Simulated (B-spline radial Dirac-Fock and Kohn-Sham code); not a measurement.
X-ray lines that fill the 3d5/2 vacancy in Ho²⁺

System: Ho²⁺ in the configuration [Xe] 4f11, inside a Watson sphere of charge -2 and radius 2.4 Å (a model of the Madelung potential; inside it an electron's potential energy is raised by 12.0 eV).

Calculated with a radial atomic solver, using independent-particle radiative and Coulomb Auger rates from relativistic LDA hole-state orbitals, with Dirac-Fock energies.

```
       line  multipole  energy (eV)  width (meV)  share (%)
Mζ1 (M5-N3)         E1       1037.6        0.776       5.87
      M5-O3         E1       1325.8        0.104      0.787
Mα2 (M5-N6)         E1       1347.6        0.603       4.56
Mα1 (M5-N7)         E1       1348.7         11.7       88.8
```

The listed lines hold 100.0 % of the radiative rate. The radiative width is 0.0132 eV in the length form and 0.0134 eV in the velocity form; the two differ because the transition energies are not eigenvalue differences of the potential that gave the orbitals.
